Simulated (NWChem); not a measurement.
# Atomisation of sulfur trioxide (O$_{3}$S)

SMILES: O=S(=O)=O
```xyz
4

O      0.0000     0.0000     1.4514
S      0.0000     0.0000     0.0000
O     -1.2569     0.0000    -0.7257
O      1.2569     0.0000    -0.7257
```
Charge 0, spin multiplicity 1.

Everything below was run with NWChem. All single points use one geometry, from B3LYP/def2-SVP, a minimum by its harmonic frequencies.

Basis set: def2-TZVP. The atomisation energy is electronic alone: no zero-point, thermal, spin-orbit or counterpoise terms. No value is extrapolated to the basis-set limit. Free atoms are single determinants with multiplicities O 3, S 3. Correlated methods freeze the same cores in atoms and molecule, 8 orbitals in all.

```json
[
 {"method": "CAM-B3LYP", "atomisation energy (kcal/mol)": "331.7", "relative cost": "10"},
 {"method": "B3LYP", "atomisation energy (kcal/mol)": "330.3", "relative cost": "under 3"},
 {"method": "LC-wPBE (omega 0.3 per bohr)", "atomisation energy (kcal/mol)": "353.8", "relative cost": "10"},
 {"method": "HF", "atomisation energy (kcal/mol)": "130.9", "relative cost": "1"},
 {"method": "PBE", "atomisation energy (kcal/mol)": "374.3", "relative cost": "under 3"},
 {"method": "M06-2X", "atomisation energy (kcal/mol)": "333.0", "relative cost": "under 3"},
 {"method": "PBE0", "atomisation energy (kcal/mol)": "336.1", "relative cost": "under 3"},
 {"method": "LDA (SVWN5)", "atomisation energy (kcal/mol)": "453.1", "relative cost": "under 3"},
 {"method": "MP2", "atomisation energy (kcal/mol)": "356.2", "relative cost": "under 3"}
]
```

The values span 322.2 kcal/mol, from HF (lowest) to LDA (SVWN5) (highest). The cost column gives rough processor time relative to HF; each entry includes its own SCF. Costs are the molecule's.

B3LYP has NWChem's definition, with VWN1-RPA local correlation. GW and range-separated runs recompute their integrals, the others keep them in memory, which bears on the times. No SCF solution was tested for a lower state. Open-shell Hartree-Fock references start from PBE0 orbitals; any time given for them includes that run.
